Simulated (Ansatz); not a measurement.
Task: Name a neutral molecule of B, C, F, N, Sn and H with HOMO–LUMO gap (PBE0/def2-TZVPP) between 6.95 and 7.25 eV and HOMO energy (PBE0/def2-TZVPP) between -7.40 and -7.10 eV (Ansatz, PBE0-D4/def2-TZVP geometry).

Result: `FBN[CH2][SnH3]` (7.13 eV, -7.12 eV). Other molecules can fit too; these were computed, each in one conformer that needn't be the lowest.
